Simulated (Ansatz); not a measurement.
C3H5Cl2In, SMILES `C=C[CH2][In]([Cl])[Cl]`, relaxed with RKS PBE0-D4/def2-TZVP in the Gaussian-basis code of Ansatz from a PBE-D4/def2-SVP geometry. The force threshold is 0.005 eV/Å; the program also tests the step.

The species carries charge 0 and has multiplicity 1. In takes the def2 core potential.

Start:

```xyz
11

C    -1.268   -0.065    1.133
C    -0.916    0.897    0.263
C     0.255    0.892   -0.672
In    1.338   -1.000   -0.611
Cl    3.213   -1.423    0.775
Cl    0.833   -2.870   -1.973
H    -2.147    0.031    1.789
H    -0.690   -1.007    1.233
H    -1.546    1.808    0.218
H     0.985    1.692   -0.427
H    -0.057    1.046   -1.727
```

| step | energy (eV) | largest force (eV/Å) | largest move (Å) |
| --- | --- | --- | --- |
| 1 | -33403.9598 | 0.673 | 0.000 |
| 2 | -33404.0316 | 0.175 | 0.069 |
| 3 | -33404.0353 | 0.082 | 0.021 |
| 4 | -33404.0360 | 0.052 | 0.013 |
| 5 | -33404.0363 | 0.013 | 0.004 |
| 6 | -33404.0364 | 0.008 | 0.001 |
| 7 | -33404.0364 | 0.006 | 0.005 |
| 8 | -33404.0364 | 0.010 | 0.006 |
| 9 | -33404.0364 | 0.021 | 0.026 |
| 10 | -33404.0365 | 0.019 | 0.021 |
| 11 | -33404.0366 | 0.015 | 0.031 |
| 15 | -33404.0368 | 0.019 | 0.062 |
| 19 | -33404.0375 | 0.113 | 0.114 |
| 23 (rejected) | -33404.0389 | 0.299 | 0.199 |
| 27 | -33404.0428 | 0.046 | 0.025 |
| 31 (rejected) | -33404.0436 | 0.065 | 0.085 |
| 35 | -33404.0441 | 0.020 | 0.008 |
| 39 | -33404.0446 | 0.017 | 0.095 |
| 43 | -33404.0457 | 0.097 | 0.134 |
| 47 | -33404.0465 | 0.017 | 0.001 |
| 51 | -33404.0474 | 0.024 | 0.090 |
| 55 | -33404.0482 | 0.017 | 0.054 |
| 59 | -33404.0486 | 0.032 | 0.020 |
| 63 | -33404.0489 | 0.016 | 0.006 |
| 67 | -33404.0491 | 0.014 | 0.006 |
| 70 | -33404.0491 | 0.003 | 0.006 |

End:

```xyz
11

C    -0.927    0.282    1.490
C    -0.901    0.906    0.322
C    -0.067    0.576   -0.868
In    1.249   -1.108   -0.718
Cl    1.652   -2.559    1.050
Cl    2.553   -1.695   -2.557
H    -1.581    0.618    2.286
H    -0.306   -0.583    1.705
H    -1.556    1.767    0.186
H     0.574    1.418   -1.150
H    -0.690    0.377   -1.747
```

It took 8.1 min on 4 threads of an Arm Neoverse V2 on a shared host, with 0.93 GiB of host memory at the peak.
